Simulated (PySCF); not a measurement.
Several orderings of computed values.

All species are isolated and taken at one optimised geometry, non-relativistic unless stated. Electronic properties by PySCF.

The conformers computed, where there is a choice (atom-mapped SMILES and torsion angles):
- `[N:1]#[C:2][S:3][c:4]1[cH:5][cH:6][o:7][cH:8]1`: C2–S3–C4–C5 -166°
- `[CH:1]#[C:2][CH2:3][C@:4]([F:5])([SiH2:6][CH3:7])[C:8]([CH3:9])=[O:10]`: C2–C3–C4–F5 77°, C3–C4–Si6–C7 -51°, C3–C4–C8–C9 -137°
- `[CH3:1][S:2][C:3]([F:4])([F:5])[Si@H:6]1[CH2:7][SiH2:8][SiH2:9]1`: C1–S2–C3–F4 -59°, S2–C3–Si6–C7 58°
- `[CH3:1]/[CH:2]=[C:3](\[F:4])[CH:5]=[O:6]`: C2–C3–C5–O6 0°
- `[NH2:1][P:2]([CH2:3][PH2:4])[c:5]1[cH:6][cH:7][s:8][cH:9]1`: N1–P2–C3–P4 78°, N1–P2–C5–C6 30°, H–N1–P2–C3 -63°, H–N1–P2–C3 179°, H–P4–C3–P2 72°, H–P4–C3–P2 165°
- `[CH2:1][C@@H:2]([CH3:3])[C@H:4]([CH3:5])[CH2:6][CH3:7]`: C1–C2–C4–C5 69°, C2–C4–C6–C7 -172°

The conformers of `C=C(C)[Si@@H]1CC[Si@H](P)N1`, `CC(=O)[C@@H]1C[C@@H](Cl)[SiH2][SiH2]1`, `C=C(C)[Si@@H]1CC[Si@@H](P)N1`, `CO[SiH2]O/C=C\[SiH2]N`, `FC1(F)OCO[C@@](F)(C(F)(F)F)O1` and `C=C(C)[Si@@H](P)/C=C\[SiH2]N` aren't listed.

(1) Rank by dipole moment, lowest first (PBE0/pcSseg-1 at GFN2-xTB geometries).
A. `N#CSC1=COC=C1`
B. `NP(CP)C1=CSC=C1`
C. `C/C=C(\F)C=O`
D. `C#CC[C@](F)([SiH2]C)C(C)=O`
E. `CSC(F)(F)[Si@H]1C[SiH2][SiH2]1`

(2) Rank by smallest rotational constant, lowest first (GFN2-xTB).
A. `PCP(c1ccsc1)N`
B. `N#CSc1ccoc1`
C. `C#CC[C@](F)([SiH2]C)C(C)=O`
D. `C/C=C(\F)C=O`
E. `[CH2][C@@H](C)[C@H](C)CC` [radical]

(3) By how much do the two ends of that ranking differ?

(4) Rank by HOMO–LUMO gap, lowest first (PBE0/pcSseg-1 at GFN2-xTB geometries).
A. `N1[Si@H](P)CC[Si@H]1C(C)=C`
B. `N#CSc1ccoc1`
C. `CSC(F)(F)[Si@H]1C[SiH2][SiH2]1`
D. `CO[SiH2]O/C=C\[SiH2]N`
E. `C#CC[C@](F)([SiH2]C)C(C)=O`
F. `CC(=O)[C@@H]1C[C@@H](Cl)[SiH2][SiH2]1`
G. `C=C(C)[Si@@H]1CC[Si@H](P)N1`

(5) By how much do the two ends of that ranking differ?

(6) Rank by HOMO energy, highest first (PBE0/pcSseg-1 at GFN2-xTB geometries).
A. `C/C=C(\F)C=O`
B. `[SiH2]1[SiH2]C[Si@@H]1C(SC)(F)F`
C. `FC1(F)OCO[C@@](F)(C(F)(F)F)O1`
D. `c1(P(N)CP)cscc1`
E. `CC(=O)[C@@H]1C[C@@H](Cl)[SiH2][SiH2]1`
F. `C(=C/[Si@@H](C(C)=C)P)/[SiH2]N`

Results:

(1) B (0.36 D), E (0.73 D), D (0.94 D), C (2.28 D), A (3.91 D).

(2) A (0.449 GHz), C (0.782 GHz), B (0.962 GHz), E (1.493 GHz), D (1.833 GHz).

(3) By 1.384 GHz, between `C/C=C(\F)C=O` and `NP(CP)c1ccsc1`.

(4) C (5.99 eV), B (6.27 eV), F (6.39 eV), E (6.51 eV), G (6.69 eV), A (6.94 eV), D (7.10 eV).

(5) By 1.11 eV, between `CO[SiH2]O/C=C\[SiH2]N` and `CSC(F)(F)[Si@H]1C[SiH2][SiH2]1`.

(6) D (-6.17 eV), B (-7.00 eV), F (-7.12 eV), E (-7.46 eV), A (-7.78 eV), C (-10.16 eV).
